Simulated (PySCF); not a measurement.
sulfur tetrafluoride anion (F4S), SMILES FS(F)(F)F (connectivity only; charge and spin as stated), charge -1, multiplicity 2.

Geometry optimised at PBE0-D3(BJ)/def2-SVPD. The spin state was assumed, not searched.

Calculation: PySCF with M06-2X/def2-SVPD.

The molecule is in vacuum.

Computed frontier levels, dipole moment and polarisability:
* **α spin, highest occupied and lowest empty level**: -2.29 and 4.36 eV
* **β spin, highest occupied and lowest empty level**: -5.18 and 3.41 eV
* **dipole moment about the centre of nuclear charge**: 0.484 e·Å
* **mean static polarisability**: 40.3 bohr³ (5.97 Å³)
* **polarisability, principal values**: 32.7, 43.4, 44.7 bohr³
* **⟨S²⟩**: 0.758 (pure state 0.75)
